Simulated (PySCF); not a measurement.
Compound: C₅H₅O₃S₂ (charge -1).
Numbering: `[CH3:1][S:2](=[O:3])(=[O:4])[c:5]1[cH:6][cH:7][c:8]([O-:9])[s:10]1` (hydrogens: H11, H12, H13 on C1; H14 on C6; H15 on C7)

Structure used (PBE0-D3(BJ)/def2-SVP), in Å, numbered top down from 1:
```
atom  x, y, z in Å
C1    -2.272    0.545    0.465
S2    -1.368   -0.194   -0.906
O3    -1.735   -1.620   -0.904
O4    -1.710    0.639   -2.066
C5     0.289   -0.048   -0.508
C6     1.016   -1.038    0.141
C7     2.261   -0.636    0.616
C8     2.580    0.741    0.410
O9     3.560    1.407    0.695
S10    1.131    1.485   -0.497
H11   -1.919    1.578    0.588
H12   -3.336    0.524    0.191
H13   -2.082   -0.045    1.370
H14    0.603   -2.044    0.248
H15    2.976   -1.286    1.121
```

Method: PBE0-D3(BJ)/def2-SVP geometry optimisation, gas phase (PySCF).

Masses are those of the commonest isotopes; rigid-rotor values at the optimised geometry. The values belong to one conformer with, in the numbering `[CH3:1][S:2](=[O:3])(=[O:4])[c:5]1[cH:6][cH:7][c:8]([O-:9])[s:10]1`, C1–S2–C5–C6 93°.

Q: What are A, B and C (GHz)?

A: Ia = 212.66, Ib = 776.44, Ic = 871.82 u·Å²; 505379 MHz·u·Å²/I gives 2376, 650.9 and 579.7 MHz, that is A = 2.3765, B = 0.6509, C = 0.5797 GHz.

Q: What kind of rotor is it?

A: A near-prolate asymmetric top; Ray's κ = -0.921.

Q: Is it planar, by Δ = Ic − Ia − Ib?

A: Not planar: Δ = Ic − Ia − Ib = -117.28 u·Å². For a rigid frame Δ = −2 Σ m c², so Σ m c² = 58.64 u·Å² lies off the ab plane: 11.79 from hydrogen and 46.85 from heavier atoms. The atom farthest from that plane is 2.26 Å away.

Q: Give the other two planar moments, Paa and Pbb, and the rms extents of the mass along the axes.

A: Paa = Σ m a² = (Ib + Ic − Ia)/2 = 717.80 and Pbb = Σ m b² = (Ia + Ic − Ib)/2 = 154.02 u·Å². With the mass M = 176.97 u, the rms extents √(P/M) along a, b and c are 2.01, 0.93, 0.58 Å.

Q: Where do the levels up to J = 3 lie, in MHz?

A: Above 0(0,0):
J = 1: 1(0,1) 1231, 1(1,1) 2956, 1(1,0) 3027
J = 2: 2(0,2) 3690, 2(1,2) 5346, 2(1,1) 5560, 2(2,1) 10737, 2(2,0) 10739
J = 3: 3(0,3) 7373, 3(1,3) 8930, 3(1,2) 9357, 3(2,2) 14428, 3(2,1) 14439, 3(3,1) 23236, 3(3,0) 23236
The levels of one J sum to (2J + 1)J(J + 1)(A + B + C)/3.

Q: Predict some low-J microwave lines.

A: The dipole components (about the centre of mass, as the species is charged) are |μa| = 3.00 D, |μb| = 0.63 D, |μc| = 2.90 D. Intensities carry the squares of the components, which stand as 1.00 : 0.04 : 0.94 (a : b : c). Some lines, for components of 0.1 D or more:

| type | branch | J(Ka,Kc) | MHz | lower level (cm⁻¹) |
| --- | --- | --- | --- | --- |
| b | R | 2(0,2) ← 1(1,1) | 733 | 0.099 |
| c | Q | 3(1,3) ← 3(0,3) | 1557 | 0.246 |
| b | Q | 4(1,3) ← 4(0,4) | 2144 | 0.409 |
| b | R | 4(0,4) ← 3(1,3) | 3344 | 0.298 |
| a | R | 4(2,3) ← 3(2,2) | 4921 | 0.481 |
| a | R | 4(2,2) ← 3(2,1) | 4942 | 0.482 |
| b | Q | 4(2,2) ← 4(1,3) | 4964 | 0.481 |
| c | R | 3(1,2) ← 2(0,2) | 5667 | 0.123 |
| a | R | 5(1,4) ← 4(1,3) | 6321 | 0.481 |
| c | R | 2(2,0) ← 1(1,0) | 7711 | 0.101 |
| b | R | 3(2,1) ← 2(1,2) | 9093 | 0.178 |
| b | R | 3(3,1) ← 2(2,0) | 12497 | 0.358 |
| c | R | 4(3,1) ← 3(2,1) | 13723 | 0.482 |
| c | R | 4(3,2) ← 3(2,2) | 13734 | 0.481 |
| b | R | 5(3,2) ← 4(2,3) | 14974 | 0.645 |
| b | R | 4(4,0) ← 3(3,1) | 17251 | 0.775 |
| c | R | 5(4,1) ← 4(3,1) | 18482 | 0.939 |

No frequency check. The geometry's basis has no diffuse functions, a weakness for an anion. Constants of a rigid frame at the computed geometry: no zero-point averaging, no centrifugal distortion. A rigid rotor knows nothing of internal rotation, which can split or shift real lines.
